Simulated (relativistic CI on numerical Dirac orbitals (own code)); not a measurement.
Slater and spin-orbit integrals, Bi55+

These numbers are calculated, not measured: Dirac-Coulomb-Breit CI, KLI orbitals optimised for each configuration, QED by a radiative potential, unscaled Slater integrals (own radial code, finite nucleus).

Slater integrals F^k, G^k are unscaled and averaged over j, outside the closed core [Ne]; ζ comes from projecting the Hamiltonian with its Breit term on Σ l·s of the shell.

- 3s²3p⁶3d⁹4s: ζ(3d) = 372450, G^2(3d,4s) = 72465 cm⁻¹; <r>(3d) = 0.1514, <r^2>(3d) = 0.02662, <r>(4s) = 0.3277, <r^2>(4s) = 0.1211 (bohr units).
- 3s²3p⁶3d⁹4p: ζ(3d) = 372500, F^2(3d,4p) = 220410, G^1(3d,4p) = 70633, G^3(3d,4p) = 72031, ζ(4p) = 1.0223e+06 cm⁻¹; <r>(3d) = 0.1514, <r^2>(3d) = 0.02662, <r>(4p) = 0.336, <r^2>(4p) = 0.1282 (bohr units).
- 3s²3p⁶3d⁹4d: ζ(3d) = 372370, F^2(3d,4d) = 236920, F^4(3d,4d) = 121690, G^0(3d,4d) = 73788, G^2(3d,4d) = 95981, G^4(3d,4d) = 76384, ζ(4d) = 129740 cm⁻¹; <r>(3d) = 0.1514, <r^2>(3d) = 0.02663, <r>(4d) = 0.3303, <r^2>(4d) = 0.1249 (bohr units).

Averages of the first 10 configurations, taken without configuration mixing, which lowers the lowest level and can move excited configurations by several eV; other configurations of the list can lie among them:

```tsv
Configuration	Parity	States	Average energy above the lowest level (eV)
3s²3p⁶3d¹⁰	even	1	0.2
3s²3p⁶3d⁹4s	even	20	2154.1
3s²3p⁶3d⁹4p	odd	60	2400.4
3s²3p⁶3d⁹4d	even	100	2665.3
3s²3p⁵3d¹⁰4s	odd	12	2858.5
3s²3p⁶3d⁹4f	odd	140	2873.7
3s²3p⁵3d¹⁰4p	even	36	3105.2
3s²3p⁶3d⁸4s²	even	45	4352.0
3s²3p⁵3d¹⁰4d	odd	60	3369.1
3s²3p⁶3d⁸4s4p	odd	540	4590.6
```
